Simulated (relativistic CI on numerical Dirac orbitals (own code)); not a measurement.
## Electric-dipole lines of Pd⁴¹⁺

Calculated at this level of theory: Dirac-Coulomb-Breit CI, separate exchange-only KLI orbitals for each configuration, model QED, unscaled Slater integrals (own radial code, finite nucleus).

Configurations in the expansion (outside the closed core 1s2): 2s²2p, 2s2p², 2p³, 2p²3s, 2p²3p, 2p²3d, 2s²3s, 2s²3p, 2s²3d, 2s2p3s, 2s2p3p, 2s2p3d, 2s²4s, 2s²4p, 2s²4d, 2s²4f, 2s2p4s, 2s2p4p, 2s2p4d, 2s2p4f, 2s²5s, 2s²5p, 2s²5d, 2s²5f, 2s²5g, 2s3s², 2s3s3p, 2s3s3d, 2s3p², 2s3p3d, 2s2p5s, 2s2p5p, 2p3s², 2s2p5d, 2s2p5f, 2s2p5g. Levels of other configurations are missing.

| λ vac (Å) | Lower | Upper | A (s⁻¹) | E lower (10³ cm⁻¹) | E upper (10³ cm⁻¹) |
| --- | --- | --- | --- | --- | --- |
| 3.2978 | 2s2p² ⁴P3/2 [4] | 2s2p3d ⁴P°1/2 [59] | 2.35e+14 | 2159.3 | 32482.6 |
| 3.2989 | 2s2p² ⁴P3/2 [4] | 2s2p3d ⁴P°3/2 [56] | 1.75e+14 | 2159.3 | 32472.4 |
| 3.3002 | 2s²2p ²P°1/2 [1] | 2s²3d ²D3/2 [23] | 2.41e+14 | 0.0 | 30301.0 |
| 3.3010 | 2s2p² ⁴P3/2 [4] | 2s2p3d ⁴D°5/2 [55] | 9.60e+13 | 2159.3 | 32452.9 |
| 3.3133 | 2s2p² ²D3/2 [6] | 2s2p3d ²F°5/2 [74] | 2.30e+14 | 2720.7 | 32902.6 |
| 3.3167 | 2s2p² ⁴P1/2 [2] | 2s2p3d ⁴D°3/2 [35] | 2.24e+14 | 1032.3 | 31183.1 |
| 3.3173 | 2s2p² ⁴P1/2 [2] | 2s2p3d ⁴D°1/2 [34] | 3.37e+14 | 1032.3 | 31177.6 |
| 3.3224 | 2s2p² ⁴P5/2 [5] | 2s2p3d ⁴F°7/2 [58] | 1.89e+14 | 2375.0 | 32473.7 |
| 3.3247 | 2s2p² ⁴P5/2 [5] | 2s2p3d ⁴D°5/2 [55] | 1.34e+14 | 2375.0 | 32452.9 |
| 3.3383 | 2p³ ²D°5/2 [13] | 2p²3d ²F7/2 [119] | 1.62e+14 | 5230.0 | 35185.5 |
| 3.3392 | 2p³ ²P°3/2 [9] | 2p²3d ⁴P3/2 [98] | 1.76e+14 | 3859.5 | 33806.3 |
| 3.3494 | 2p³ ²P°3/2 [9] | 2p²3d ⁴P5/2 [94] | 1.48e+14 | 3859.5 | 33715.9 |
| 3.4180 | 2s2p² ²D5/2 [8] | 2s2p3d ²F°7/2 [77] | 8.51e+13 | 3745.9 | 33002.5 |
| 3.4481 | 2s²2p ²P°3/2 [3] | 2s²3d ²D5/2 [25] | 2.22e+14 | 1433.0 | 30434.0 |
| 3.4492 | 2s2p² ⁴P3/2 [4] | 2s2p3d ⁴P°5/2 [33] | 1.67e+14 | 2159.3 | 31151.8 |
| 3.4542 | 2s2p² ²D5/2 [8] | 2s2p3d ²F°7/2 [67] | 2.94e+14 | 3745.9 | 32696.0 |
| 3.4618 | 2s2p² ⁴P5/2 [5] | 2s2p3d ⁴F°7/2 [36] | 1.89e+14 | 2375.0 | 31261.4 |
| 3.4646 | 2s2p² ²D5/2 [8] | 2s2p3d ²D°5/2 [63] | 1.55e+14 | 3745.9 | 32609.6 |
| 3.4664 | 2p³ ²P°3/2 [15] | 2p²3d ²D5/2 [125] | 1.97e+14 | 6756.8 | 35605.0 |
| 3.4687 | 2s2p² ²P3/2 [11] | 2s2p3d ²D°5/2 [79] | 3.10e+14 | 4253.6 | 33083.0 |
| 3.4726 | 2p³ ⁴S°3/2 [12] | 2p²3d ²D5/2 [100] | 2.32e+14 | 5089.2 | 33885.9 |
| 3.4851 | 2p³ ²D°5/2 [13] | 2p²3d ²F7/2 [101] | 3.09e+14 | 5230.0 | 33923.5 |
| 3.4916 | 2p³ ²P°3/2 [15] | 2p²3d ²D5/2 [123] | 2.53e+14 | 6756.8 | 35396.9 |
| 3.4942 | 2s2p² ²D3/2 [6] | 2s2p3d ²F°5/2 [37] | 1.35e+14 | 2720.7 | 31339.7 |
| 3.4948 | 2p³ ²P°3/2 [9] | 2p²3d ²D5/2 [57] | 1.82e+14 | 3859.5 | 32473.1 |
| 3.4953 | 2p³ ²P°3/2 [15] | 2p²3d ²P3/2 [122] | 2.20e+14 | 6756.8 | 35366.7 |
| 3.4968 | 2s2p² ²P1/2 [7] | 2s2p3d ²D°3/2 [38] | 1.55e+14 | 2747.7 | 31345.1 |
| 3.5147 | 2p³ ²P°1/2 [14] | 2p²3d ²D3/2 [102] | 1.86e+14 | 5492.4 | 33944.0 |
| 10.075 | 2s2p3p ⁴D5/2 [29] | 2s2p4d ⁴F°7/2 [150] | 2.17e+13 | 30871.6 | 40797.6 |
| 10.193 | 2s²3d ²D3/2 [23] | 2s²4f ²F°5/2 [131] | 3.62e+13 | 30301.0 | 40111.3 |
| 10.223 | 2s2p3d ⁴F°5/2 [32] | 2s2p4f ⁴G7/2 [153] | 3.03e+13 | 31076.0 | 40857.9 |
| 10.247 | 2s2p3d ⁴F°3/2 [31] | 2s2p4f ⁴G5/2 [145] | 3.64e+13 | 30957.4 | 40715.9 |
| 10.292 | 2s2p3d ⁴F°9/2 [60] | 2s2p4f ⁴G11/2 [184] | 4.44e+13 | 32487.9 | 42204.3 |
| 10.298 | 2s2p3d ⁴F°7/2 [58] | 2s2p4f ⁴G9/2 [180] | 3.63e+13 | 32473.7 | 42184.5 |
| 10.308 | 2s²3d ²D5/2 [25] | 2s²4f ²F°7/2 [132] | 4.37e+13 | 30434.0 | 40135.5 |
| 10.355 | 2s2p3d ²F°7/2 [77] | 2s2p4f ²G9/2 [203] | 4.27e+13 | 33002.5 | 42659.9 |
| 10.395 | 2s2p3d ⁴F°7/2 [36] | 2s2p4f ⁴G9/2 [156] | 4.37e+13 | 31261.4 | 40881.8 |
| 10.428 | 2s2p3d ⁴P°5/2 [33] | 2s2p4f ⁴F7/2 [147] | 2.83e+13 | 31151.8 | 40741.1 |
| 10.472 | 2s2p3d ²F°5/2 [37] | 2s2p4f ²G7/2 [158] | 2.58e+13 | 31339.7 | 40889.2 |
| 10.480 | 2s2p3d ²D°3/2 [38] | 2s2p4f ²D5/2 [157] | 3.67e+13 | 31345.1 | 40887.3 |
| 10.517 | 2s2p3d ²F°7/2 [67] | 2s2p4f ²G9/2 [185] | 4.01e+13 | 32696.0 | 42204.7 |
| 22.851 | 2s2p4f ⁴G11/2 [184] | 2s2p5g ⁴H°13/2 [283] | 1.33e+13 | 42204.3 | 46580.5 |
| 22.859 | 2s²4f ²F°7/2 [132] | 2s²5g ²G9/2 [213] | 1.34e+13 | 40135.5 | 44510.2 |
| 22.860 | 2s2p4f ⁴G9/2 [156] | 2s2p5g ⁴H°11/2 [245] | 1.32e+13 | 40881.8 | 45256.2 |
| 22.874 | 2s2p4f ⁴F7/2 [147] | 2s2p5g ⁴F°9/2 [226] | 1.32e+13 | 40741.1 | 45112.8 |

Terms are leading LS components. Brackets give the number of a level in order of energy, since labels repeat. The list gives strong lines, with weight on those to low levels, without lines whose two gauges differ by over a factor of 2.5, among the lowest 309 of 358 levels, so that lines to higher ones, which can be the strongest, are missing. Levels whose partners in the same complex of configurations lie outside the list can be far off, and so can their lines. Rates are taken at the computed energies, electric ones in the length gauge.

At this charge energies of transitions that change n are usually good to better than 1 %, and those within a shell (Δn = 0) to a few per cent.

LS names give the leading component of a level, which can be under half, so a name can repeat, a term be missing and a line seem to break the LS rules.
